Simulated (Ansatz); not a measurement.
`[NH2][Ga]([NH2])[NH2]` and `[NH2][Ga]([NH2])[Cl]` differ in one atom or group.

Ansatz, PBE0-D4/def2-TZVP geometries, multiplicity 1. Each molecule was computed in one conformer, which needn't be the lowest.

Scalar relativity is left out up to krypton.

```csv
property,`[NH2][Ga]([NH2])[NH2]`
HOMO–LUMO gap (ωB97M-V/def2-TZVPP) / eV,10.85
"ideal-gas entropy at 298 K and 1 bar (rigid rotor, harmonic PBE0-D4/def2-TZVP) / J/(mol·K)",351
size of the dipole moment (B3LYP/def2-TZVPP) / D,0.61
size of the dipole moment (ωB97M-V/def2-TZVPP) / D,0.63
HOMO energy (PBE0/def2-TZVPP) / eV,-6.76
LUMO energy (ωB97M-V/def2-TZVPP) / eV,1.69
```

Problem. What does the change do to each property? (Best estimate.)

Solution. Computed: 
```tsv
property	`[NH2][Ga]([NH2])[Cl]`	shift
HOMO–LUMO gap (ωB97M-V/def2-TZVPP) / eV	11.11	0.26
ideal-gas entropy at 298 K and 1 bar (rigid rotor, harmonic PBE0-D4/def2-TZVP) / J/(mol·K)	342	-9
size of the dipole moment (B3LYP/def2-TZVPP) / D	2.65	2.04
size of the dipole moment (ωB97M-V/def2-TZVPP) / D	2.63	2.00
HOMO energy (PBE0/def2-TZVPP) / eV	-7.35	-0.59
LUMO energy (ωB97M-V/def2-TZVPP) / eV	1.38	-0.31
```

With PBE0 the HOMO falls by 0.59 eV and the LUMO falls by 0.46 eV, so the gap widens by about 0.13 eV. PBE moves the HOMO by -0.59 eV and ωB97M-V by -0.57 eV. The zero-point energy changes by -62.6 kJ/mol with -6 modes. Dipoles are sizes alone; their direction can turn.

B3LYP here is the variant with VWN-RPA as its local correlation; programs differ in this.
